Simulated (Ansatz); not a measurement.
C2H2Cl2Si (`C#C[SiH](Cl)Cl`), relaxed with RKS PBE0-D4/def2-TZVP in the Gaussian-basis code of Ansatz from a PBE-D4/def2-SVP geometry. The force threshold is 0.005 eV/Å; the program also tests the step.

Charge 0, multiplicity 1.

Start:

```xyz
7

C    -1.976   -0.395   -0.302
C    -0.790   -0.159   -0.081
Si    0.964    0.191    0.272
Cl    2.130   -1.288   -0.584
Cl    1.462    2.025   -0.546
H    -3.020   -0.602   -0.499
H     1.230    0.228    1.739
```

| step | energy (eV) | largest force (eV/Å) | largest move (Å) |
| --- | --- | --- | --- |
| 1 | -35018.3678 | 1.749 | 0.000 |
| 2 | -35018.4264 | 0.162 | 0.036 |
| 3 | -35018.4274 | 0.060 | 0.011 |
| 4 | -35018.4275 | 0.014 | 0.004 |
| 5 | -35018.4275 | 0.004 | 0.001 |

End:

```xyz
7

C    -1.951   -0.390   -0.297
C    -0.788   -0.158   -0.084
Si    0.952    0.189    0.264
Cl    2.105   -1.267   -0.572
Cl    1.448    1.996   -0.534
H    -2.980   -0.594   -0.489
H     1.213    0.225    1.712
```

Run time 54 s (2 threads of a server CPU on a shared host); peak host memory 0.48 GiB.
